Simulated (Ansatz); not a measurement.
`[InH2][C]1=NC1` + H₂ → `C1=NC1` + `[InH3]` at 600 K and 1 bar (hydrogenolysis of a C–In bond).

Program: Ansatz. Geometries: PBE0-D4/def2-TZVP. ΔE: electronic, gas phase. CCSD(T)/CBS is the MP2 limit (def2-TZVPP, def2-QZVPP) plus CCSD(T) − MP2 in def2-TZVPP, frozen cores. This one scheme is used for every species. Elements past krypton have def2 core potentials. For In outer-core shells are correlated without core-valence functions, which leaves a few kJ/mol of doubt a bond.

```csv
species,CCSD(T)/CBS energy (Eh),H − E (kJ/mol),S (J/(mol·K))
`[InH2][C]1=NC1`,-322.91122,174.2,407.3
H₂,-1.17544,43.9,150.8
`C1=NC1`,-132.51911,148.2,287.3
`[InH3]`,-191.56739,71.1,266.1
```

H − E and S are ideal-gas, rigid-rotor, harmonic terms from PBE0-D4/def2-TZVP. For small species the MP2-based limit differs from directly extrapolated CCSD(T) by up to some mEh (0.8 for H₂); such offsets cancel only in part. 1 Eh = 2625.50 kJ/mol, R = 8.31446 J/(mol·K).

Question: By hand: ΔE, ΔH, ΔS and ΔG.

Answer: ΔE = (-132.51911) + (-191.56739) − (-322.91122) − (-1.17544) = 0.00016 Eh = 0.4 kJ/mol. Δ(H − E) = 148.2 + 71.1 − 174.2 − 43.9 = 1.2, so ΔH = 1.6 kJ/mol. ΔS = 287.3 + 266.1 − 407.3 − 150.8 = -4.7 J/(mol·K). ΔG = 1.6 − 600 × (-4.7)/1000 = 4.4 kJ/mol.

Question: By hand: the equilibrium constant, and the temperature at which ΔG would vanish if ΔH and ΔS stayed fixed.

Answer: log₁₀ K = −ΔG/(RT ln 10) = -0.4. ΔH and −TΔS have one sign here, so there is no such temperature.

TΔS isn't small against ΔH here. The sign of ΔG lies within the doubt. A doubt of 5 kJ/mol in ΔE shifts log₁₀ K by 0.4 here. These are equilibria of isolated gas molecules and say nothing of rates. Largest T1 diagnostic: 0.014 (customary marks: 0.02 for closed shells, 0.045 for open ones).

ΔS is within the doubt of such terms, so its sign, and with it that verdict, could turn.
